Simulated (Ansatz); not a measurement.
Born–Oppenheimer molecular dynamics of CH5BClN (9 atoms, charge 0, multiplicity 1). It starts from a relaxed structure.

Computed with Ansatz, RKS PBE/STO-3G.

```
ensemble                      : NVE (velocity Verlet)
time step                     : 0.5 fs
steps asked                   : 250
starting velocities drawn for : 3000 K
seed                          : 918883
```

Frames 1 fs apart, positions in Å.

Velocities at 30 fs (Å/ps):

```
B 13.97 -8.23 -2.72
Cl 0.56 0.16 5.58
C 0.09 2.35 -5.34
H -17.50 73.80 0.32
H 22.75 3.41 -24.75
H 49.58 -34.02 47.60
N -18.13 -1.18 -10.24
H -10.91 -3.07 16.66
H 37.28 30.85 -0.80
```

```xyz
9
Properties=species:S:1:pos:R:3 time_fs=30 energy_less_start_eV=1.376 T=1500
B 0.037 0.027 -0.127
Cl -0.152 -0.615 1.726
C 1.405 0.100 -0.923
H 1.639 -0.854 -1.425
H 1.507 0.874 -1.687
H 2.196 0.217 -0.308
N -1.220 -0.039 -0.654
H -1.734 -0.439 0.044
H -1.559 0.317 -1.513
9
Properties=species:S:1:pos:R:3 time_fs=31 energy_less_start_eV=1.127 T=1766
B 0.051 0.018 -0.129
Cl -0.152 -0.615 1.731
C 1.404 0.102 -0.929
H 1.620 -0.785 -1.427
H 1.528 0.879 -1.713
H 2.259 0.187 -0.249
N -1.236 -0.040 -0.665
H -1.766 -0.450 0.074
H -1.529 0.351 -1.526
9
Properties=species:S:1:pos:R:3 time_fs=32 energy_less_start_eV=1.301 T=1582
B 0.066 0.008 -0.131
Cl -0.151 -0.614 1.736
C 1.404 0.107 -0.934
H 1.600 -0.743 -1.443
H 1.544 0.886 -1.735
H 2.326 0.161 -0.186
N -1.251 -0.040 -0.674
H -1.828 -0.466 0.114
H -1.513 0.392 -1.562
9
Properties=species:S:1:pos:R:3 time_fs=33 energy_less_start_eV=1.598 T=1258
B 0.078 -0.004 -0.131
Cl -0.150 -0.613 1.740
C 1.405 0.115 -0.936
H 1.585 -0.743 -1.480
H 1.555 0.894 -1.747
H 2.375 0.138 -0.138
N -1.263 -0.041 -0.681
H -1.902 -0.476 0.140
H -1.507 0.433 -1.607
9
Properties=species:S:1:pos:R:3 time_fs=34 energy_less_start_eV=1.782 T=1056
B 0.088 -0.016 -0.132
Cl -0.148 -0.613 1.743
C 1.410 0.125 -0.935
H 1.572 -0.776 -1.531
H 1.562 0.902 -1.747
H 2.397 0.119 -0.114
N -1.274 -0.043 -0.686
H -1.973 -0.470 0.139
H -1.509 0.466 -1.643
9
Properties=species:S:1:pos:R:3 time_fs=35 energy_less_start_eV=1.777 T=1063
B 0.095 -0.029 -0.131
Cl -0.147 -0.612 1.746
C 1.418 0.136 -0.932
H 1.559 -0.820 -1.583
H 1.565 0.911 -1.735
H 2.388 0.103 -0.119
N -1.283 -0.044 -0.689
H -2.034 -0.446 0.107
H -1.515 0.486 -1.660
9
Properties=species:S:1:pos:R:3 time_fs=36 energy_less_start_eV=1.511 T=1354
B 0.098 -0.043 -0.130
Cl -0.145 -0.610 1.748
C 1.429 0.145 -0.928
H 1.544 -0.854 -1.623
H 1.564 0.922 -1.712
H 2.352 0.092 -0.152
N -1.292 -0.045 -0.691
H -2.078 -0.404 0.044
H -1.523 0.490 -1.651
9
Properties=species:S:1:pos:R:3 time_fs=37 energy_less_start_eV=1.168 T=1724
B 0.096 -0.057 -0.128
Cl -0.143 -0.609 1.750
C 1.443 0.152 -0.925
H 1.526 -0.869 -1.644
H 1.561 0.938 -1.681
H 2.297 0.085 -0.205
N -1.299 -0.047 -0.693
H -2.108 -0.348 -0.043
H -1.532 0.480 -1.620
9
Properties=species:S:1:pos:R:3 time_fs=38 energy_less_start_eV=1.178 T=1712
B 0.091 -0.072 -0.126
Cl -0.141 -0.607 1.751
C 1.456 0.155 -0.922
H 1.508 -0.858 -1.645
H 1.556 0.961 -1.648
H 2.242 0.081 -0.264
N -1.305 -0.048 -0.694
H -2.132 -0.285 -0.139
H -1.541 0.459 -1.575
9
Properties=species:S:1:pos:R:3 time_fs=39 energy_less_start_eV=1.482 T=1392
B 0.081 -0.087 -0.123
Cl -0.138 -0.605 1.752
C 1.468 0.155 -0.922
H 1.490 -0.821 -1.625
H 1.549 0.992 -1.614
H 2.217 0.078 -0.303
N -1.306 -0.048 -0.694
H -2.163 -0.224 -0.228
H -1.550 0.437 -1.534
9
Properties=species:S:1:pos:R:3 time_fs=40 energy_less_start_eV=1.340 T=1541
B 0.068 -0.102 -0.120
Cl -0.136 -0.604 1.751
C 1.473 0.153 -0.926
H 1.474 -0.764 -1.591
H 1.541 1.029 -1.580
H 2.245 0.072 -0.303
N -1.304 -0.049 -0.694
H -2.213 -0.171 -0.296
H -1.558 0.425 -1.517
9
Properties=species:S:1:pos:R:3 time_fs=41 energy_less_start_eV=1.088 T=1806
B 0.052 -0.117 -0.116
Cl -0.133 -0.601 1.750
C 1.474 0.149 -0.932
H 1.463 -0.700 -1.556
H 1.530 1.070 -1.546
H 2.315 0.065 -0.272
N -1.299 -0.049 -0.693
H -2.279 -0.126 -0.339
H -1.563 0.430 -1.536
```

Of the whole run (125 fs, mean temperature of the second half 1513 K): The conserved energy stayed within 3.8 meV per atom of its start (net change 2.4 meV per atom), so the integration is sound. Over the second half the temperature averaged 0.50 of the 3000 K drawn at the start: a run that starts near a minimum puts about half its kinetic energy into the potential. A run of 0.12 ps of so small a system gives no equilibrium averages. Limits of this set-up: minimal basis.

Time of the run: 3.1 min on 1 thread of Intel(R) Xeon(R) 6975P-C (Granite Rapids), with other jobs on the host, peak memory 0.099 GiB.
